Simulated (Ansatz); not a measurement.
Geometry optimisation, RKS BLYP-D4/def2-SVP (Ansatz 0.2.0).

Input file:

```yaml
crystal:
  periodic: [false, false, false]
  atoms:
    - { symbol: In, position_ang: [-0.219031, -0.269011, -0.594566] }
    - { symbol: O, position_ang: [1.428182, 0.945703, -0.273743] }
    - { symbol: O, position_ang: [0.205531, -2.232815, -0.865263] }
    - { symbol: O, position_ang: [-2.083547, 0.496047, -0.774653] }
    - { symbol: H, position_ang: [0.900017, 1.133484, 1.913335] }
    - { symbol: F, position_ang: [0.233752, 0.820676, 2.468149] }
    - { symbol: H, position_ang: [2.226232, 0.377695, -0.33331] }
    - { symbol: H, position_ang: [-0.635376, -2.723319, -0.983555] }
    - { symbol: H, position_ang: [-2.055661, 1.45154, -0.556294] }
basis:
  gaussian: { orbitals: def2-SVP }
hamiltonian:
  xc: blyp
  dispersion: d4
relax:
  f_tol: 0.03
  max_steps: 50
```

Run as:

```bash
$ ansatz run input.yaml --threads 2 --pin off --max-ram 3072MiB --backend cpu --events-out ev --progress --plain --runs-dir out
```

Q: Where does it end, and by what steps?

A: The forces met the threshold. After 20 steps the energy has fallen by 0.942 eV; H5 moved furthest, 1.06 Å. Parted: H5–F6. Joined: In1–F6, O2–H5.

```tsv
step	energy less start (eV)	largest force component (eV/Å)	accepted
0	0.0000	1.118	yes
1	-0.2136	0.886	yes
2	-0.3259	1.524	yes
3	-0.4570	0.733	yes
4	-0.5119	0.337	yes
5	-0.5294	0.287	yes
6	-0.5523	0.316	yes
7	-0.5858	0.469	yes
8	-0.6347	0.850	yes
9	-0.7199	0.707	yes
10	-0.7969	0.954	yes
11	-0.8063	0.948	yes
12	-0.9040	0.334	yes
13	-0.9213	0.280	yes
14	-0.9160	0.582	no
15	-0.9338	0.205	yes
16	-0.9365	0.128	yes
17	-0.9396	0.308	yes
18	-0.9404	0.106	yes
19	-0.9418	0.045	yes
20	-0.9421	0.026	yes
```

```xyz
9
Properties=species:S:1:pos:R:3
In -0.561 -0.228 0.036
O 1.512 0.928 -0.020
O 0.278 -2.022 -0.394
O -2.069 0.720 -0.927
H 1.346 0.951 0.968
F -0.094 0.414 1.919
H 2.207 0.248 -0.146
H -0.260 -2.477 -1.075
H -2.359 1.467 -0.361
```

Time of the run: 36 s on 2 threads of AMD EPYC 7R43 64-Core Processor (Zen 3), on a shared host, peak memory 0.15 GiB.
